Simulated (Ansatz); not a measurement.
Compare A (`[CH3][GeH2][SiH2]Cl`) with its isomer B (`[CH3][GeH]([SiH3])[Cl]`).

Computed with Ansatz on PBE0-D4/def2-TZVP structures; ΔE is electronic, products minus reactants. CBS: MP2 limit from def2 TZ/QZ plus the TZ coupled-cluster correction, frozen cores. DFT in def2-TZVPP. B3LYP here is the variant with VWN-RPA as its local correlation; programs differ in this. For Ge outer-core shells are correlated without core-valence functions, which leaves a few kJ/mol of doubt a bond. Scalar relativity is left out up to krypton. One conformer a species, not always the lowest.

Task: Which isomer does CCSD(T)/CBS put lower? Give the gap. (Best estimate.)

Result: Computed: A, by 2.8 kcal/mol.

Task: Give E(B) − E(A) in kcal/mol with HF/def2-TZVPP, r2SCAN-D4, PBE0-D4, CCSD/def2-TZVPP, B3LYP, B2PLYP, MP2/def2-TZVPP. (An estimate is asked.)

Result: Computed: HF/def2-TZVPP 0.9, r2SCAN-D4 2.5, PBE0-D4 2.4, CCSD/def2-TZVPP 2.0, B3LYP 1.9, B2PLYP 2.0, MP2/def2-TZVPP 2.3. None reverses the order clearly.

Largest T1 diagnostic: 0.010.

In def2-TZVPP, CCSD(T) changes the Hartree–Fock value by +1.1 kcal/mol (the triples alone add −0.0 kcal/mol) and MP2 by +1.4 kcal/mol.
